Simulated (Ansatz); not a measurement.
A made-up structure of CH₂SSe, singlet:

```
atom    x (Å)    y (Å)    z (Å)
  S1  -1.2687   0.3905  -0.1448
  C2   0.1858  -0.3460   0.3615
 Se3   1.8167  -0.1497  -0.2750
  H4   3.1384   0.5553  -0.4652
  H5  -0.0005  -1.0177   1.1992
```

It is relaxed with PBE-D4/def2-SVP and then PBE0-D4/def2-TZVP (Ansatz 0.2.0). Atoms count as bonded within 1.22 times the sum of their covalent radii (H–H: 0.88 Å). The end point is not checked to be a true minimum.

Q: Does its bonding change? (Judge from chemistry; the calculation decides.)

A: By the calculation: No: no bond forms or breaks.

Where it ends: The first stage lowers the energy by 2.66 eV in 11 steps. It ends as CH₂SSe ([S][CH][SeH]):
S1  (-0.732, 0.765, -0.127)
C2  (0.290, -0.363, 0.392)
Se3  (2.137, -0.496, 0.108)
H4  (2.220, 0.733, -0.696)
H5  (-0.043, -1.206, 0.999)
(Å)

Labels in which every atom is bracketed show which atoms are joined, not bond orders.

For scale, one of the runs: PBE0-D4/def2-TZVP relaxation, 128 basis functions, launched by `ansatz run in.yaml --threads 2 --pin off --events-out ev --progress --plain --max-ram 4352MiB`. The run took about 18 s on 2 CPU threads of an Arm Neoverse V1 (shared host).
